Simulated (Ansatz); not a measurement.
One geometry of Zn₂O₂⁺, several levels of theory.

```yaml
crystal:
  periodic: [false, false, false]
  atoms:
    - {symbol: Zn, position_ang: [1.753652, -1.543441, 0.531900]}
    - {symbol: Zn, position_ang: [-2.005319, 1.010026, -0.835977]}
    - {symbol: O, position_ang: [0.300230, -0.101912, 0.654336]}
    - {symbol: O, position_ang: [-0.048573, 0.635326, -0.350259]}
basis:
  gaussian: {orbitals: def2-TZVP, initial_orbitals: start.molden}
total_charge: 1
magnetization: {spin_polarized: true, initial_magnetization: 1}
hamiltonian: {xc: {name: B97M-V}}
scf: {omitted_lower_state_checks: [starts]}
output: {orbitals: {seedname: orbitals}}
```

The file start.molden holds the orbitals of an earlier run on this structure, at another level or in another basis.

```sh
$ ansatz run in.yaml --threads 4 --pin off --events-out ev --progress --plain --max-ram 3916MiB
```

Shortened log:

```
Functional definition: B97M-V
1222 factors; their error is unknown
mean field evaluation 1: about -100903.0860 eV, gradient 9.9e0 eV
mean field evaluation 2: about -100903.2872 eV, gradient 5.6e-1 eV
mean field evaluation 4: about -100903.3782 eV, gradient 2.2e-1 eV
mean field evaluation 8: about -100903.3711 eV, gradient 7.9e-2 eV
mean field evaluation 16: about -100903.3717 eV, gradient 2.2e-5 eV
mean field -100903.37171089 eV, -3708.1305156132 hartree, gradient 3.1e-6 eV, S^2 0.765418; 0 other end points of the search recorded, 0 dependent functions left out
reference -100903.37177889 eV, -3708.1305181124 hartree; 38, 37 occupied and 120, 121 virtual orbitals, 1222 factors
Total energy: -100903.37177889 eV, -3708.1305181124 hartree
Checks for a lower state left out: starts
```

Run time 31 s (4 threads of Arm Neoverse V2 on a shared host), peak host memory 0.56 GiB.

The first input with `hamiltonian: {xc: {name: r2SCAN0}, dispersion: d4}` (abridged; 10 s):

```
Functional definition: r2SCAN0
mean field -100918.39202344 eV, -3708.6825019185 hartree, gradient 1.1e-5 eV, S^2 1.671523
Total energy: -100918.42387870 eV, -3708.6836725778 hartree
Checks for a lower state left out: starts
```

As the first input, with `gaussian: {orbitals: def2-SVP, initial_orbitals: start.molden}`, `correlation: {method: ccsd_t, frozen_orbitals: {O: 1, Zn: 9}}`, `scf: {omitted_lower_state_checks: [starts, cluster_reference]}` and without the key `hamiltonian` (abridged; 13 s):

```
Functional definition: HF
mean field -100801.07602340 eV, -3704.3712184364 hartree, gradient 2.6e-6 eV, S^2 1.758980
20 core orbitals not correlated: weight in the atoms' cores, before any rotation towards them, 1.000 or more for the frozen orbitals, at most 0.000 for the correlated occupied ones
second order -24.40443889 eV of doubles, -0.00000000 eV of singles
cycle   1  -22.72126845 eV  change     1.7e0 eV  update   1.2e-1
cycle   2  -23.40867771 eV  change   -6.9e-1 eV  update   4.1e-2
cycle   3  -23.52799734 eV  change   -1.2e-1 eV  update   2.5e-2
cycle   4  -23.52388560 eV  change    4.1e-3 eV  update   1.2e-2
cycle   5  -23.52569528 eV  change   -1.8e-3 eV  update   8.8e-3
cycle   6  -23.52930901 eV  change   -3.6e-3 eV  update   4.0e-3
cycle   7  -23.53151624 eV  change   -2.2e-3 eV  update   2.5e-3
cycle   8  -23.53205529 eV  change   -5.4e-4 eV  update   1.6e-3
cycle   9  -23.53191657 eV  change    1.4e-4 eV  update   1.3e-3
cycle  10  -23.53180726 eV  change    1.1e-4 eV  update   1.1e-3
cycle  11  -23.53259550 eV  change   -7.9e-4 eV  update   9.9e-4
cycle  12  -23.53270439 eV  change   -1.1e-4 eV  update   8.3e-4
cycle  13  -23.53313016 eV  change   -4.3e-4 eV  update   6.9e-4
cycle  14  -23.53300625 eV  change    1.2e-4 eV  update   5.3e-4
cycle  15  -23.53279669 eV  change    2.1e-4 eV  update   3.7e-4
cycle  16  -23.53284851 eV  change   -5.2e-5 eV  update   2.5e-4
cycle  17  -23.53292573 eV  change   -7.7e-5 eV  update   1.7e-4
cycle  18  -23.53295235 eV  change   -2.7e-5 eV  update   1.2e-4
cycle  19  -23.53296065 eV  change   -8.3e-6 eV  update   9.1e-5
cycle  20  -23.53295126 eV  change    9.4e-6 eV  update   7.4e-5
cycle  21  -23.53294965 eV  change    1.6e-6 eV  update   6.0e-5
cycle  22  -23.53295815 eV  change   -8.5e-6 eV  update   4.3e-5
perturbative correction -0.66116354 eV, -0.0242973120 hartree
Total energy: -100825.27014509 eV, -3705.2603360092 hartree
Checks for a lower state left out: starts, cluster_reference
```

The first input with `hamiltonian: {xc: pbe, dispersion: d4}`, `output: {forces: true, orbitals: {seedname: orbitals}}` (abridged; 6.5 s):

```
Functional definition: PBE
mean field evaluation 16: about -100905.9436 eV, gradient 7.6e-6 eV
mean field -100905.94355202 eV, -3708.2250290318 hartree, gradient 7.6e-6 eV, S^2 0.753746
Total energy: -100906.05014508 eV, -3708.2289462543 hartree
Atom 0 force     0.071448    -0.086409    -0.020375 eV/Å
Atom 1 force    -0.110917     0.003332    -0.027042 eV/Å
Atom 2 force     0.026435    -0.156169     0.364862 eV/Å
Atom 3 force     0.013033     0.239246    -0.317445 eV/Å
Dipole moment:    -0.090418    -0.191554    -0.109223 e Å
Checks for a lower state left out: starts
```

First input, but with `hamiltonian: {xc: pbe0, dispersion: d4}` (abridged; 7.5 s):

```
Functional definition: PBE0
mean field evaluation 16: about -100906.1873 eV, gradient 1.0e-5 eV
mean field -100906.18728892 eV, -3708.2339861976 hartree, gradient 1.4e-5 eV, S^2 1.603379
Total energy: -100906.27983006 eV, -3708.2373870218 hartree
Checks for a lower state left out: starts
```

The first input with `hamiltonian: {xc: r2scan, dispersion: d4}` (abridged; 6.5 s):

```
Functional definition: r2SCAN
mean field -100921.30498774 eV, -3708.7895513820 hartree, gradient 1.7e-5 eV, S^2 1.510686
Total energy: -100921.33071136 eV, -3708.7904967076 hartree
Checks for a lower state left out: starts
```

Geometry: PBE-D4/def2-SVP.

Correlated methods freeze 20 core orbitals. The structure holds one bond between oxygen atoms, so isomers without such links may lie far lower. At r2SCAN0-D4/def2-TZVP, CCSD(T)/def2-SVP, PBE0-D4/def2-TZVP, r2SCAN-D4/def2-TZVP the charge 1 doublet is spin-contaminated (final ⟨S²⟩ up to 1.76, 0.75 for a pure state). Another isomer (doublet) lies 0.69 eV lower at PBE0-D4/def2-TZVP; other spin states weren't run for this one.
